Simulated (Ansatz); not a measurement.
Two spin states of NiF, each at its own minimum; 2S+1 = 2, 4 were tried, and the measured ground state has 2. No spin–orbit coupling. Ni is treated without relativity.

Each state is the lowest solution found for its spin in def2 and cc sets.

Correlated levels freeze the inner cores; with def2 sets outer-core shells near the valence are correlated too.

Codes used: Ansatz (Gaussian basis) for Hartree–Fock, density functionals and correlated methods. Values without a source in brackets are computed.

| level | energy of the multiplicity-4 state above the multiplicity-2 state (kcal/mol) |
|---|---|
| PBE/def2-TZVPP | 24.44 |
| PBE0/def2-TZVPP | 15.31 |
| wB97X-V/def2-TZVPP | 23.59 |
| CCSD/def2-TZVPP | 13.37 |
| CCSD(T)/def2-TZVPP | (withheld) |

Q: Fill in the missing entries.

A: 
- CCSD(T)/def2-TZVPP, energy of the multiplicity-4 state above the multiplicity-2 state (kcal/mol): 16.23

Ansatz is an electronic-structure program.
